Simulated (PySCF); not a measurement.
Isomers of C3H9BO3Si, from PBE0-D3(BJ)/def2-SVP geometry optimisation, gas phase in PySCF 2.14.0. One conformer each, no zero-point energy, no frequencies.

Task: Which isomer lies lower at this level?
A. `[SiH3:1][O:2][C@@H:3]1[CH2:4][CH2:5][O:6][BH:7][O:8]1` with Si1–O2–C3–C4 123°, O2–C3–C4–C5 -172°, C3–C4–C5–O6 53°, C4–C5–O6–B7 -27°, C5–O6–B7–O8 -2°: A = 4084, B = 1096, C = 928.4 MHz, dipole 2.02 D
B. `[OH:1][B:2]([OH:3])[C@H:4]1[CH2:5][O:6][SiH2:7][CH2:8]1` with H–O1–B2–O3 1°, O1–B2–O3–H -1°, O1–B2–C4–C5 -40°, B2–C4–C5–O6 164°, C4–C5–O6–Si7 -26°, C5–O6–Si7–C8 3°, O6–Si7–C8–C4 20°: A = 3661, B = 975.1, C = 898.3 MHz, dipole 4.60 D

Result: B. That is `OB(O)[C@H]1CO[SiH2]C1`, 18.6 kcal/mol below the other.

```json
{"SMILES": "OB(O)[C@H]1CO[SiH2]C1", "mapped SMILES": "[OH:1][B:2]([OH:3])[C@H:4]1[CH2:5][O:6][SiH2:7][CH2:8]1", "E (Eh)": "-659.00563", "relative (kcal/mol)": "0.0", "relative (kJ/mol)": "0.0", "dipole (D)": "4.60"}
{"SMILES": "[SiH3]O[C@@H]1CCOBO1", "mapped SMILES": "[SiH3:1][O:2][C@@H:3]1[CH2:4][CH2:5][O:6][BH:7][O:8]1", "E (Eh)": "-658.97606", "relative (kcal/mol)": "18.6", "relative (kJ/mol)": "77.6", "dipole (D)": "2.02"}
```

As drawn, the lower has an O–H bond and an Si–C bond, which the higher lacks.
